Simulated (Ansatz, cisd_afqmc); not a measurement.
System: ZrH₃F, charge 0, singlet. ZrH3F (SMILES [F][ZrH3]).
B3LYP-D3(BJ)/def2-TZVP minimum from Ansatz (a first-principles code):
```
Zr
F 1 1.8883
H 1 1.8511 2 108.67
H 1 1.8511 3 110.26 2 -119.00
H 1 1.8511 3 110.26 4 -122.00
```

Atomisation energy term by term, kcal/mol (programs: Ansatz, cisd_afqmc). UHF or UKS for unpaired electrons; spin-orbit terms are left out. Correlated methods leave the cores frozen (noble-gas shells, and filled d and f shells in the p block). Past Kr the def2 sets carry scalar-relativistic core potentials. The Monte Carlo rows (phaseless AFQMC, CISD trial, step 0.005/hartree) carry one-sigma bars that omit the constraint's bias. Outlying blocks are dropped, and bars are widened where a walk drifts. Over all cases where full CI ran beside it in this data, AFQMC minus full CI had a median of +0.1 mEh and passed +0.4 mEh in a tenth of the cases. CBS(X,Y): correlation extrapolated as X^-3, Hartree-Fock from the larger set. A bracket is a step between two methods taken in the basis named. For partners of very few electrons the exact lower level stands in for a higher one.

```
term                                     basis  kcal/mol
------------------  --------------------------  --------
Hartree-Fock                        def2-QZVPP    278.55
CCSD correlation    CBS(def2-TZVPP,def2-QZVPP)     90.50
(T)                 CBS(def2-TZVPP,def2-QZVPP)      4.29
CCSDT(Q) - CCSD(T)                  def2-TZVPP     -0.38
sum: De                                            373.0
```

The step beyond CCSD(T) by other levels: AFQMC/CISD in def2-SVP 0.43 ± 0.26; CCSDT(Q) in def2-SVP -0.00 kcal/mol.
